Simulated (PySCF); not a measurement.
Gas-phase reaction: 3 GeHCl + 3 Cl2 = GeH3Cl + 2 GeCl4

Computed with PySCF and rigid-rotor harmonic-oscillator thermochemistry at 1 bar. † marks an energy on the PBE0/def2-TZVP geometry and frequencies; other levels use their own. CCSD(T) freezes the core. 6-31G* has spherical d functions here. All species are closed-shell singlets. Ge: all electrons, no relativistic terms. GeHCl: computed as isolated molecules; such fragments, hydroxides, amides, oligomers or adducts are transient or little studied in the gas. CCSD(T) isn't extrapolated to the basis-set limit; its ΔH°(298 K) is -1293.3 kJ in def2-SVP and -1278.7 kJ in def2-TZVPP. The harmonic model lacks anharmonicity and excited electronic states, which grow with temperature; levels with a mode under 35 cm⁻¹ are left out.

| level | ΔE electronic, kJ | ΔH°(298 K), kJ | ΔS°(298 K), J/K | ΔG°(800 K), kJ |
|---|---|---|---|---|
| CCSD(T)/def2-SVP† | -1317 | -1293 | -500 | -901 |
| HF/6-31G* | -1279 | -1255 | -509 | -854 |
| M06-2X/def2-TZVP† | -1301 | -1277 | -500 | -885 |
| PBE/def2-SVP | -1228 | -1204 | -497 | -813 |
| PBE/def2-TZVP† | -1160 | -1136 | -500 | -743 |
| LDA/def2-TZVP† | -1283 | -1259 | -500 | -866 |
ΔH° is lowest at CCSD(T)/def2-SVP† and highest at PBE/def2-TZVP†. No reference value is set beside these.
